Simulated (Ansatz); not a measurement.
A first, cheap relaxation of C3H11InO (`[CH3][In-]([CH3])([CH3])[OH2+]`).

```yaml
crystal:
  periodic: [false, false, false]
  atoms:
    - {symbol: C, position_ang: [-1.001600, 1.315000, -1.130000]}
    - {symbol: In, position_ang: [-0.036100, -0.027800, 0.214600]}
    - {symbol: C, position_ang: [2.095700, 0.318300, 0.105000]}
    - {symbol: C, position_ang: [-0.398900, -2.074600, -0.385100]}
    - {symbol: O, position_ang: [-0.676700, 0.276200, 2.077700]}
    - {symbol: H, position_ang: [-1.749600, 2.012300, -0.563200]}
    - {symbol: H, position_ang: [-0.271300, 2.002000, -1.643400]}
    - {symbol: H, position_ang: [-1.577900, 0.799500, -1.907600]}
    - {symbol: H, position_ang: [2.445700, 0.957900, 1.022900]}
    - {symbol: H, position_ang: [2.378900, 0.841000, -0.804000]}
    - {symbol: H, position_ang: [2.647600, -0.657200, 0.175300]}
    - {symbol: H, position_ang: [-1.257500, -2.484600, 0.282500]}
    - {symbol: H, position_ang: [0.392100, -2.677600, -0.287900]}
    - {symbol: H, position_ang: [-0.831700, -2.087300, -1.422100]}
    - {symbol: H, position_ang: [-0.525200, 1.233200, 2.257200]}
    - {symbol: H, position_ang: [-1.656600, 0.231000, 2.052600]}
basis:
  gaussian: {orbitals: def2-SVP}
hamiltonian: {xc: pbe, dispersion: d4}
relax: {f_tol: 0.03, max_steps: 200}
```

```sh
$ ansatz run in.yaml --threads 4 --pin off --events-out ev --progress --plain --max-ram 11315MiB
```

Shortened log:

```
Functional definition: PBE
mean field -10498.21468909 eV, -385.8022738785 hartree, gradient 9.3e-6 eV, S^2 0.000000; 0 other end points of the search recorded, 0 dependent functions left out
relax step   1: F+E_penalty+E_count = -10498.51065924 eV  Δ(F+E_penalty+E_count) = +0.000e0 eV  max|allowed force component| = 5.690e0 eV/Å  Δτ_max = 0.0000 Å  (30 SCF iters, accepted)
mean field -10499.55781773 eV, -385.8516329456 hartree, gradient 6.9e-6 eV, S^2 0.000000; 0 other end points of the search recorded, 0 dependent functions left out
relax step   2: F+E_penalty+E_count = -10499.84463826 eV  Δ(F+E_penalty+E_count) = -1.334e0 eV  max|allowed force component| = 1.531e0 eV/Å  Δτ_max = 0.1946 Å  (28 SCF iters, accepted)
mean field -10499.86884883 eV, -385.8630631278 hartree, gradient 1.7e-5 eV, S^2 0.000000; 0 other end points of the search recorded, 0 dependent functions left out
relax step   3: F+E_penalty+E_count = -10500.14620304 eV  Δ(F+E_penalty+E_count) = -3.016e-1 eV  max|allowed force component| = 6.670e-1 eV/Å  Δτ_max = 0.1940 Å  (27 SCF iters, accepted)
mean field -10499.91275512 eV, -385.8646766543 hartree, gradient 1.0e-5 eV, S^2 0.000000; 0 other end points of the search recorded, 0 dependent functions left out
relax step   4: F+E_penalty+E_count = -10500.19203966 eV  Δ(F+E_penalty+E_count) = -4.584e-2 eV  max|allowed force component| = 4.070e-1 eV/Å  Δτ_max = 0.1868 Å  (27 SCF iters, accepted)
mean field -10499.94951324 eV, -385.8660274903 hartree, gradient 2.3e-5 eV, S^2 0.000000; 0 other end points of the search recorded, 0 dependent functions left out
relax step   5: F+E_penalty+E_count = -10500.22690935 eV  Δ(F+E_penalty+E_count) = -3.487e-2 eV  max|allowed force component| = 1.510e-1 eV/Å  Δτ_max = 0.0920 Å  (27 SCF iters, accepted)
mean field -10499.95403327 eV, -385.8661935982 hartree, gradient 1.2e-5 eV, S^2 0.000000; 0 other end points of the search recorded, 0 dependent functions left out
relax step   6: F+E_penalty+E_count = -10500.23275601 eV  Δ(F+E_penalty+E_count) = -5.847e-3 eV  max|allowed force component| = 1.651e-1 eV/Å  Δτ_max = 0.1531 Å  (28 SCF iters, accepted)
mean field -10499.95303043 eV, -385.8661567445 hartree, gradient 9.3e-6 eV, S^2 0.000000; 0 other end points of the search recorded, 0 dependent functions left out
relax step   7: F+E_penalty+E_count = -10500.23208145 eV  Δ(F+E_penalty+E_count) = +6.746e-4 eV  max|allowed force component| = 5.702e-1 eV/Å  Δτ_max = 0.1435 Å  (27 SCF iters, rejected (line search))
mean field -10499.95656722 eV, -385.8662867190 hartree, gradient 2.1e-5 eV, S^2 0.000000; 0 other end points of the search recorded, 0 dependent functions left out
relax step   8: F+E_penalty+E_count = -10500.23532398 eV  Δ(F+E_penalty+E_count) = -2.568e-3 eV  max|allowed force component| = 3.884e-2 eV/Å  Δτ_max = 0.0708 Å  (28 SCF iters, accepted)
mean field -10499.95785813 eV, -385.8663341593 hartree, gradient 2.1e-5 eV, S^2 0.000000; 0 other end points of the search recorded, 0 dependent functions left out
relax step   9: F+E_penalty+E_count = -10500.23647138 eV  Δ(F+E_penalty+E_count) = -1.147e-3 eV  max|allowed force component| = 4.879e-2 eV/Å  Δτ_max = 0.0696 Å  (28 SCF iters, accepted)
mean field -10499.95403836 eV, -385.8661937854 hartree, gradient 9.4e-6 eV, S^2 0.000000; 0 other end points of the search recorded, 0 dependent functions left out
relax step  10: F+E_penalty+E_count = -10500.23287492 eV  Δ(F+E_penalty+E_count) = +3.596e-3 eV  max|allowed force component| = 5.167e-1 eV/Å  Δτ_max = 0.1470 Å  (28 SCF iters, rejected (line search))
mean field -10499.95780628 eV, -385.8663322536 hartree, gradient 2.1e-5 eV, S^2 0.000000; 0 other end points of the search recorded, 0 dependent functions left out
relax step  11: F+E_penalty+E_count = -10500.23678982 eV  Δ(F+E_penalty+E_count) = -3.184e-4 eV  max|allowed force component| = 2.476e-1 eV/Å  Δτ_max = 0.0717 Å  (28 SCF iters, accepted)
mean field -10499.96025773 eV, -385.8664223428 hartree, gradient 2.1e-5 eV, S^2 0.000000; 0 other end points of the search recorded, 0 dependent functions left out
relax step  12: F+E_penalty+E_count = -10500.23936066 eV  Δ(F+E_penalty+E_count) = -2.571e-3 eV  max|allowed force component| = 9.424e-2 eV/Å  Δτ_max = 0.0716 Å  (28 SCF iters, accepted)
mean field -10499.95904207 eV, -385.8663776684 hartree, gradient 2.6e-5 eV, S^2 0.000000; 0 other end points of the search recorded, 0 dependent functions left out
relax step  13: F+E_penalty+E_count = -10500.23806724 eV  Δ(F+E_penalty+E_count) = +1.293e-3 eV  max|allowed force component| = 4.775e-1 eV/Å  Δτ_max = 0.1097 Å  (27 SCF iters, rejected (line search))
mean field -10499.96246372 eV, -385.8665034114 hartree, gradient 2.1e-5 eV, S^2 0.000000; 0 other end points of the search recorded, 0 dependent functions left out
relax step  14: F+E_penalty+E_count = -10500.24144594 eV  Δ(F+E_penalty+E_count) = -2.085e-3 eV  max|allowed force component| = 4.687e-2 eV/Å  Δτ_max = 0.0548 Å  (28 SCF iters, accepted)
mean field -10499.96413033 eV, -385.8665646584 hartree, gradient 2.2e-5 eV, S^2 0.000000; 0 other end points of the search recorded, 0 dependent functions left out
relax step  15: F+E_penalty+E_count = -10500.24302480 eV  Δ(F+E_penalty+E_count) = -1.579e-3 eV  max|allowed force component| = 1.094e-1 eV/Å  Δτ_max = 0.0556 Å  (27 SCF iters, accepted)
mean field -10499.96554205 eV, -385.8666165381 hartree, gradient 2.2e-5 eV, S^2 0.000000; 0 other end points of the search recorded, 0 dependent functions left out
relax step  16: F+E_penalty+E_count = -10500.24447747 eV  Δ(F+E_penalty+E_count) = -1.453e-3 eV  max|allowed force component| = 2.595e-1 eV/Å  Δτ_max = 0.0823 Å  (28 SCF iters, accepted)
mean field -10499.96650582 eV, -385.8666519561 hartree, gradient 2.6e-5 eV, S^2 0.000000; 0 other end points of the search recorded, 0 dependent functions left out
relax step  17: F+E_penalty+E_count = -10500.24552753 eV  Δ(F+E_penalty+E_count) = -1.050e-3 eV  max|allowed force component| = 4.164e-1 eV/Å  Δτ_max = 0.1050 Å  (27 SCF iters, accepted)
mean field -10499.96538004 eV, -385.8666105843 hartree, gradient 1.3e-5 eV, S^2 0.000000; 0 other end points of the search recorded, 0 dependent functions left out
relax step  18: F+E_penalty+E_count = -10500.24549229 eV  Δ(F+E_penalty+E_count) = +3.524e-5 eV  max|allowed force component| = 1.002e-1 eV/Å  Δτ_max = 0.1738 Å  (27 SCF iters, rejected (line search))
mean field -10499.97081273 eV, -385.8668102321 hartree, gradient 2.1e-5 eV, S^2 0.000000; 0 other end points of the search recorded, 0 dependent functions left out
relax step  19: F+E_penalty+E_count = -10500.24999652 eV  Δ(F+E_penalty+E_count) = -4.469e-3 eV  max|allowed force component| = 1.402e-1 eV/Å  Δτ_max = 0.0854 Å  (28 SCF iters, accepted)
mean field -10499.97128482 eV, -385.8668275810 hartree, gradient 2.1e-5 eV, S^2 0.000000; 0 other end points of the search recorded, 0 dependent functions left out
relax step  20: F+E_penalty+E_count = -10500.25121020 eV  Δ(F+E_penalty+E_count) = -1.214e-3 eV  max|allowed force component| = 5.207e-2 eV/Å  Δτ_max = 0.0567 Å  (27 SCF iters, accepted)
mean field -10499.97262599 eV, -385.8668768679 hartree, gradient 2.1e-5 eV, S^2 0.000000; 0 other end points of the search recorded, 0 dependent functions left out
relax step  21: F+E_penalty+E_count = -10500.25246231 eV  Δ(F+E_penalty+E_count) = -1.252e-3 eV  max|allowed force component| = 7.012e-2 eV/Å  Δτ_max = 0.0596 Å  (27 SCF iters, accepted)
mean field -10499.97354794 eV, -385.8669107492 hartree, gradient 2.1e-5 eV, S^2 0.000000; 0 other end points of the search recorded, 0 dependent functions left out
relax step  22: F+E_penalty+E_count = -10500.25303894 eV  Δ(F+E_penalty+E_count) = -5.766e-4 eV  max|allowed force component| = 2.236e-1 eV/Å  Δτ_max = 0.0535 Å  (28 SCF iters, accepted)
mean field -10499.97369188 eV, -385.8669160386 hartree, gradient 2.3e-5 eV, S^2 0.000000; 0 other end points of the search recorded, 0 dependent functions left out
relax step  23: F+E_penalty+E_count = -10500.25351693 eV  Δ(F+E_penalty+E_count) = -4.780e-4 eV  max|allowed force component| = 2.107e-1 eV/Å  Δτ_max = 0.0870 Å  (27 SCF iters, accepted)
mean field -10499.97582690 eV, -385.8669944992 hartree, gradient 2.2e-5 eV, S^2 0.000000; 0 other end points of the search recorded, 0 dependent functions left out
relax step  24: F+E_penalty+E_count = -10500.25539714 eV  Δ(F+E_penalty+E_count) = -1.880e-3 eV  max|allowed force component| = 5.710e-2 eV/Å  Δτ_max = 0.0256 Å  (28 SCF iters, accepted)
mean field -10499.97693508 eV, -385.8670352241 hartree, gradient 2.0e-5 eV, S^2 0.000000; 0 other end points of the search recorded, 0 dependent functions left out
relax step  25: F+E_penalty+E_count = -10500.25633675 eV  Δ(F+E_penalty+E_count) = -9.396e-4 eV  max|allowed force component| = 2.694e-2 eV/Å  Δτ_max = 0.0452 Å  (28 SCF iters, accepted)
mean field -10499.97735518 eV, -385.8670506625 hartree, gradient 2.0e-5 eV, S^2 0.000000; 0 other end points of the search recorded, 0 dependent functions left out
relax step  26: F+E_penalty+E_count = -10500.25658452 eV  Δ(F+E_penalty+E_count) = -2.478e-4 eV  max|allowed force component| = 1.454e-1 eV/Å  Δτ_max = 0.1153 Å  (27 SCF iters, accepted)
mean field -10499.97904675 eV, -385.8671128268 hartree, gradient 2.0e-5 eV, S^2 0.000000; 0 other end points of the search recorded, 0 dependent functions left out
relax step  27: F+E_penalty+E_count = -10500.25835655 eV  Δ(F+E_penalty+E_count) = -1.772e-3 eV  max|allowed force component| = 4.738e-2 eV/Å  Δτ_max = 0.0109 Å  (30 SCF iters, accepted)
mean field -10499.97988181 eV, -385.8671435147 hartree, gradient 2.1e-5 eV, S^2 0.000000; 0 other end points of the search recorded, 0 dependent functions left out
relax step  28: F+E_penalty+E_count = -10500.25929918 eV  Δ(F+E_penalty+E_count) = -9.426e-4 eV  max|allowed force component| = 9.985e-3 eV/Å  Δτ_max = 0.0423 Å  (27 SCF iters, accepted)
mean field -10499.97476277 eV, -385.8669553934 hartree, gradient 2.7e-5 eV, S^2 0.000000; 0 other end points of the search recorded, 0 dependent functions left out
relax step  29: F+E_penalty+E_count = -10500.25428288 eV  Δ(F+E_penalty+E_count) = +5.016e-3 eV  max|allowed force component| = 3.210e-1 eV/Å  Δτ_max = 0.1811 Å  (27 SCF iters, rejected (line search))
mean field -10499.98125023 eV, -385.8671938031 hartree, gradient 2.0e-5 eV, S^2 0.000000; 0 other end points of the search recorded, 0 dependent functions left out
relax step  30: F+E_penalty+E_count = -10500.26068733 eV  Δ(F+E_penalty+E_count) = -1.388e-3 eV  max|allowed force component| = 2.676e-2 eV/Å  Δτ_max = 0.0771 Å  (27 SCF iters, accepted)
mean field -10499.98129972 eV, -385.8671956218 hartree, gradient 2.0e-5 eV, S^2 0.000000; 0 other end points of the search recorded, 0 dependent functions left out
relax step  31: F+E_penalty+E_count = -10500.26057140 eV  Δ(F+E_penalty+E_count) = +1.159e-4 eV  max|allowed force component| = 1.369e-1 eV/Å  Δτ_max = 0.0977 Å  (27 SCF iters, rejected (line search))
mean field -10499.98205110 eV, -385.8672232345 hartree, gradient 2.0e-5 eV, S^2 0.000000; 0 other end points of the search recorded, 0 dependent functions left out
relax step  32: F+E_penalty+E_count = -10500.26152628 eV  Δ(F+E_penalty+E_count) = -8.390e-4 eV  max|allowed force component| = 2.511e-2 eV/Å  Δτ_max = 0.0476 Å  (28 SCF iters, accepted)
mean field -10499.98205110 eV, -385.8672232345 hartree, gradient 2.0e-5 eV, S^2 0.000000; 1 other end points of the search recorded, 0 dependent functions left out
Total energy: -10500.26157505 eV, -385.8774955502 hartree
Atom 0 at    -1.231238     1.418361    -1.125221 Å, force    -0.016409     0.018957    -0.011422 eV/Å
Atom 1 at     0.073092    -0.173692    -0.325601 Å, force    -0.004231     0.000727     0.010487 eV/Å
Atom 2 at     2.137512     0.394719     0.208031 Å, force     0.007874    -0.002079    -0.006279 eV/Å
Atom 3 at    -0.512657    -2.277395    -0.497127 Å, force    -0.001609    -0.007373    -0.005055 eV/Å
Atom 4 at    -0.659328     0.279420     2.003044 Å, force    -0.002897    -0.003237     0.005694 eV/Å
Atom 5 at    -2.101063     1.605317    -0.457455 Å, force     0.025114    -0.009990    -0.022052 eV/Å
Atom 6 at    -0.676244     2.371054    -1.248525 Å, force    -0.018930    -0.023597     0.006620 eV/Å
Atom 7 at    -1.643302     1.125090    -2.113024 Å, force     0.011638     0.013448     0.023816 eV/Å
Atom 8 at     2.190766     1.429313     0.607234 Å, force    -0.000040    -0.005964    -0.005779 eV/Å
Atom 9 at     2.778103     0.361827    -0.697957 Å, force    -0.001707     0.000692     0.008450 eV/Å
Atom 10 at     2.580480    -0.301207     0.950104 Å, force    -0.004598     0.005906    -0.004437 eV/Å
Atom 11 at    -1.490536    -2.439489    -0.000182 Å, force     0.007243     0.003870    -0.005475 eV/Å
Atom 12 at     0.238698    -2.944820    -0.030948 Å, force    -0.005955     0.005256    -0.002022 eV/Å
Atom 13 at    -0.621021    -2.561800    -1.563749 Å, force     0.001588    -0.000694     0.008651 eV/Å
Atom 14 at     0.152393     0.628992     2.420684 Å, force    -0.010677     0.005884    -0.005315 eV/Å
Atom 15 at    -1.238757     1.061610     1.915192 Å, force     0.013596    -0.001806     0.004119 eV/Å
Dipole moment:    -0.067473     0.369276     0.475804 e Å
```

Run time 44 s (4 threads of an Arm Neoverse V2 on a shared host); peak host memory 0.2 GiB.
